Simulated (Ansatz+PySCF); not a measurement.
Results of a calculation; reference values are marked as such.
Several solutions for quintet FeO

| atom | x (Å) | y (Å) | z (Å) |
| --- | --- | --- | --- |
| Fe | 0.0000 | 0.0000 | 0.0000 |
| O | 0.0000 | 0.0000 | 1.6160 |

Basis set: def2-SVP (spherical functions). Charge 0, multiplicity 5.

ωB97X (unrestricted) was run from several starts with Ansatz (development build ahead of 0.2.0) and PySCF 2.14.0.

```json
{"run": "A", "program": "Ansatz", "start": "atomic start, no search", "converged": "yes", "energy (hartree)": "-1338.60568", "<S²>": "6.03"}
{"run": "B", "program": "PySCF", "start": "program defaults", "converged": "yes", "energy (hartree)": "-1338.60565", "<S²>": "6.03"}
{"run": "C", "program": "PySCF", "start": "guess huckel, instabilities followed", "converged": "yes", "energy (hartree)": "-1338.60573", "<S²>": "6.03"}
{"run": "D", "program": "PySCF", "start": "guess atom, instabilities followed", "converged": "yes", "energy (hartree)": "-1338.60720", "<S²>": "6.12"}
{"run": "E", "program": "Ansatz", "start": "search for the lowest state", "converged": "yes", "energy (hartree)": "-1338.60720", "<S²>": "6.12"}
{"run": "F", "program": "PySCF", "start": "guess minao, instabilities followed", "converged": "yes", "energy (hartree)": "-1338.60565", "<S²>": "6.03"}
```

(1) Which runs reached the lowest solution of this kind, and what is wrong with the others?

Results:

(1) D, E reached the lowest solution found. Converged but too high: A by 0.04 eV, B by 0.04 eV, C by 0.04 eV, F by 0.04 eV. Convergence only shows a stationary point, and even a stable one can lie too high; stability tests and further starts are what find lower ones. Caution: another spin multiplicity may lie lower. Caution: the unrestricted determinant is spin contaminated.
